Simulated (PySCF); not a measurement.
Computed shifts of a molecule CH₇ClOSi₃, KT2/pcSseg-1 in PySCF, GIAO, gas phase, equivalent atoms averaged, in ppm (number of nuclei): ²⁹Si: 36.8 (1), 26.8 (1), -48.1 (1). ¹³C: 11.4 (1). ¹H: 6.85 (1), 6.76 (1), 4.96 (2), 1.48 (1), 1.27 (1), 0.28 (1). References: ¹⁷O against H2O (σ = 330.4 ppm); ²⁹Si against TMS (σ = 361.9 ppm); ¹³C against TMS (σ = 185.1 ppm); ³⁵Cl against HCl (σ = 945.4 ppm); ¹H against TMS (σ = 31.47 ppm), references at their B3LYP-D3(BJ)/def2-TZVP geometries, non-relativistic (without spin–orbit terms, shifts of atoms bonded to Cl or Br come out too high). Geometry optimised at B3LYP-D3(BJ)/def2-SVP. One conformer was computed; it need not be the lowest.

Task: Identify the compound among the candidates.
A) O[Si@H]1[SiH2]C[Si@@H]1Cl
B) C[Si@@H]1[SiH2]O[Si@@H]1Cl
C) Cl[SiH2][Si@H]1OC[SiH2]1
D) O=C([SiH2][SiH3])[SiH2]Cl

Result: A, O[Si@H]1[SiH2]C[Si@@H]1Cl
